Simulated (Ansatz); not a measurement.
One change: `O[SiH2]O[SiH2]Cl` becomes `O[SiH2]OC[SiH3]`.

Ansatz, PBE0-D4/def2-TZVP geometries, multiplicity 1. Each molecule was computed in one conformer, which needn't be the lowest.

```
                                          property  `O[SiH2]O[SiH2]Cl`
                 LUMO energy (PBE/def2-TZVPP) / eV               -0.64
    size of the dipole moment (PBE/def2-TZVPP) / D                0.58
              HOMO–LUMO gap (PBE0/def2-TZVPP) / eV                9.03
size of the dipole moment (ωB97M-V/def2-TZVPP) / D                0.66
           HOMO–LUMO gap (ωB97M-V/def2-TZVPP) / eV               13.00
             HOMO energy (ωB97M-V/def2-TZVPP) / eV              -11.05
```

**Question.** What does the change do to each property? (Best estimate.)

**Answer.** The calculation gave: 
```tsv
property	`O[SiH2]OC[SiH3]`	shift
LUMO energy (PBE/def2-TZVPP) / eV	-0.54	0.10
size of the dipole moment (PBE/def2-TZVPP) / D	1.96	1.38
HOMO–LUMO gap (PBE0/def2-TZVPP) / eV	8.07	-0.96
size of the dipole moment (ωB97M-V/def2-TZVPP) / D	2.05	1.39
HOMO–LUMO gap (ωB97M-V/def2-TZVPP) / eV	11.96	-1.04
HOMO energy (ωB97M-V/def2-TZVPP) / eV	-10.07	0.98
```

With PBE0 the HOMO rises by 1.02 eV and the LUMO rises by 0.07 eV, so the gap narrows by about 0.95 eV. PBE moves the HOMO by 1.01 eV and ωB97M-V by 0.98 eV. Dipoles are sizes alone; their direction can turn.
